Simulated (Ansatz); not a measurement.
H4HfO4 (SMILES [OH][Hf]([OH])([OH])[OH]), singlet, at a GFN2-xTB geometry (such geometries of metal compounds can be far from the true shape) (core potentials on Hf). Base run: Ansatz (a first-principles code) with SVWN5/def2-TZVP.

Input for Ansatz:
Ansatz 0.2 input:
```yaml
crystal:
  periodic: [false, false, false]
  atoms:
    - {symbol: Hf, position_ang: [-0.00000000, -0.00000000, -0.00000000]}
    - {symbol: O, position_ang: [1.79081072, -0.22160625, -0.50114263]}
    - {symbol: H, position_ang: [2.00040917, 0.32543936, -1.26752251]}
    - {symbol: O, position_ang: [0.09737753, 0.18678386, 1.86088304]}
    - {symbol: H, position_ang: [1.01629506, 0.22252876, 2.15215851]}
    - {symbol: O, position_ang: [-0.59378873, 1.36890887, -1.13170657]}
    - {symbol: H, position_ang: [-1.45429680, 1.15011577, -1.50877946]}
    - {symbol: O, position_ang: [-1.29439952, -1.33408649, -0.22803385]}
    - {symbol: H, position_ang: [-1.56240743, -1.69808389, 0.62414347]}
basis:
  gaussian:
    orbitals: def2-TZVP
hamiltonian:
  xc: {name: SVWN5}
```

Each row names what was changed in the base input (with any setting that the change needs).

```tsv
change	ΔE vs base (mEh)
base	0.000
occupation = up:A:12 B:12 down:A:12 B:12	0.000
occupation = up:A:11 B:13 down:A:11 B:13	647.7
symmetry_tolerance_ang = 0.01	0.000
occupation = up:A:13 B:11 down:A:13 B:11	477.2
```
